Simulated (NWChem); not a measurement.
## Total energies of Sn (+1)

```xyz
1

Sn     0.0000     0.0000     0.0000
```
Charge +1, spin multiplicity 2.

Program: NWChem.

Basis set: def2-QZVP (82 functions).

```csv
method,total energy (Ha),relative cost
UHF,-213.08900,1
UMP2,-213.54628,under 3
UB2PLYP,-213.84540,under 3
UPBE,-213.98354,under 3
UB3LYP,-214.06127,under 3
UCAM-B3LYP,-213.96877,under 3
```

Total energies of different functionals aren't comparable as a measure of quality: only differences taken within one method are. Costs are rough ratios of processor time within this set of runs, SCF included, with UHF as 1.

Effective core potentials replace the inner electrons of Sn; spin-orbit coupling is left out. The correlated methods keep 4 core orbitals frozen. B3LYP has NWChem's definition, with VWN1-RPA local correlation. GW and range-separated runs recompute their integrals, the others keep them in memory, which bears on the times. No SCF solution was tested for a lower state. Open-shell Hartree-Fock references start from PBE0 orbitals; any time given for them includes that run.
